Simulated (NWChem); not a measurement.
Species: LaCl2F; SMILES [F][La]([Cl])[Cl]

def2 effective core potentials on La; no spin-orbit coupling.

Give the equilibrium geometry at PBE0/def2-SVP with def2 effective core potentials on La (NWChem) as a Z-matrix, with the point group.

point group Cs; any orientation.
```
La
F 1 2.1178
Cl 1 2.6169 2 116.37
Cl 1 2.6169 2 116.37 3 -148.54
```
